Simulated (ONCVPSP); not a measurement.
**Scattering properties, ONCV potential for Dy (Z = 66)**

| Property | Result |
| --- | --- |
| Element | Dy |
| Generator | ONCVPSP 4.0.1 |
| Type | optimised norm-conserving Vanderbilt (ONCV) |
| Functional | Wu-Cohen |
| Relativity | scalar-relativistic |
| Frozen core | [Kr] 4d10 4f9 |
| Valence charge | 11 |
| Reference configuration | 5s2 5p6 5d1 (charge +2) |
| Partial waves | 5s: rc 1.90 bohr, ncon 4, nbas 8, qcut 6.5 1/bohr, 1 projector; 5p: rc 2.20 bohr, ncon 3, nbas 8, qcut 6.2 1/bohr, 3 projectors, debl 2.9 Ha; 5d: rc 2.30 bohr, ncon 3, nbas 7, qcut 4 1/bohr, 2 projectors, debl 3.8 Ha |
| Local potential | polynomial inside 1.30 bohr (lpopt 5, dvloc0 0 Ha) |
| Core correction | Teter function, fcfact 3, rcfact 1.6 |

The phase is arctan(r·R′/R) of the radial function R(r), unwrapped; energies in Ha, scanned from -4 to 5 Ha. A pole is an energy at which the radial function vanishes at the test radius. The pseudo phase is shifted by a multiple of π to meet the all-electron one at the reference energy, and phase errors are pseudo minus all-electron; the curves can meet again beyond the range given. Levels narrower than the energy grid can be missing from the lists of poles.

Problem. For each channel, where are the poles, and over which energies does the pseudopotential scatter like the atom?

Solution.

```tsv
channel	radius (bohr)	reference energy (Ha)	poles, all-electron	poles, pseudo	unbroken range about the reference energy with phases within 0.05 rad	phase error 1 Ha above the reference energy (rad)
s	1.93	-2.46	-1.99	-2.03, -1.54	below -1.9	-3.062
p	2.23	-1.56	-1.20, 3.95	-1.20, 3.95	the whole range	-0.000
d	2.34	-0.56	0.24, 4.90	0.24	the whole range	+0.002
```

Note: ghosts flagged at negative energy: s at -45.0 eV, d at -0.33 eV; no localised positive-energy state flagged. A true bound ghost makes a file unfit for plane-wave use.

Phases in the s channel:

```json
{"E (Ha)": "-3.98", "all-electron": "1.159", "pseudo": "1.154"}
{"E (Ha)": "-3.50", "all-electron": "0.971", "pseudo": "0.958"}
{"E (Ha)": "-3.02", "all-electron": "0.159", "pseudo": "0.121"}
{"E (Ha)": "-2.54", "all-electron": "-1.228", "pseudo": "-1.228"}
{"E (Ha)": "-2.06", "all-electron": "-1.545", "pseudo": "-1.557"}
{"E (Ha)": "-1.58", "all-electron": "-1.676", "pseudo": "-4.676"}
{"E (Ha)": "-1.10", "all-electron": "-1.771", "pseudo": "-4.860"}
{"E (Ha)": "-0.62", "all-electron": "-1.874", "pseudo": "-4.957"}
{"E (Ha)": "-0.14", "all-electron": "-2.027", "pseudo": "-5.080"}
{"E (Ha)": "0.34", "all-electron": "-2.329", "pseudo": "-5.294"}
{"E (Ha)": "0.82", "all-electron": "-3.040", "pseudo": "-5.794"}
{"E (Ha)": "1.30", "all-electron": "-3.876", "pseudo": "-6.732"}
{"E (Ha)": "1.78", "all-electron": "-4.255", "pseudo": "-7.296"}
{"E (Ha)": "2.26", "all-electron": "-4.425", "pseudo": "-7.524"}
{"E (Ha)": "2.74", "all-electron": "-4.518", "pseudo": "-7.640"}
{"E (Ha)": "3.22", "all-electron": "-4.578", "pseudo": "-7.710"}
{"E (Ha)": "3.70", "all-electron": "-4.621", "pseudo": "-7.759"}
{"E (Ha)": "4.18", "all-electron": "-4.654", "pseudo": "-7.796"}
{"E (Ha)": "4.66", "all-electron": "-4.682", "pseudo": "-7.828"}
```
